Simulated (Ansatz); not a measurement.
```yaml
crystal:
  periodic: [false, false, false]
  atoms:
    - {symbol: F, position_ang: [-0.594750, -0.762529, 1.490841]}
    - {symbol: Ti, position_ang: [0.328776, -0.320215, 0.108421]}
    - {symbol: F, position_ang: [2.072033, -0.864197, 0.399637]}
    - {symbol: F, position_ang: [-0.406773, -1.437609, -1.042619]}
    - {symbol: S, position_ang: [0.073826, 1.655056, -0.426114]}
    - {symbol: H, position_ang: [-1.119380, 1.519156, -0.455954]}
basis:
  gaussian: {orbitals: cc-pVTZ-PP}
hamiltonian: {xc: {name: B97}}
```

```sh
$ ansatz run in.yaml --threads 4 --pin off --events-out ev --progress --plain --max-ram 10444MiB
```

Shortened log:

```
Functional definition: B97
Error: <dir> the basis set cc-pVTZ-PP has no functions for F
```

(1) Something in this input is off. What?

## Answers

(1) The basis set is misnamed or doesn't suit the job. The program refused the input.
